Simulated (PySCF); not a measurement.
Method: TPSSh-D3(BJ)/def2-TZVP // PBE0-D3(BJ)/def2-TZVP (PySCF). Isolated molecules, 0 K electronic values unless said otherwise. Delta-SCF ions had no search for a lower state. Excitations are Tamm–Dancoff values on a coarser integration grid. The basis has no diffuse functions, so Rydberg states are missing or too high.

Reference species (SMILES): `CB(C)C` (neutral, multiplicity 1).

The T1 excitation (TDA) is 5.89 eV, the brightest of the four lowest singlets (TDA) is 7.92 eV and the LUMO is -0.58 eV. The vertical ionisation energy (Delta-SCF) is 10.43 eV.

After one change: the T1 excitation (TDA) falls by 2.62 eV; the brightest of the four lowest singlets (TDA) drops by 3.33 eV; the LUMO falls by 2.30 eV; the vertical ionisation energy (Delta-SCF) falls by 1.47 eV.

Task: Which change was made? The new species is one of these.
A) `CB(I)I`
B) `CB(C)I`
C) `IB(I)I`

Result: C, `IB(I)I`
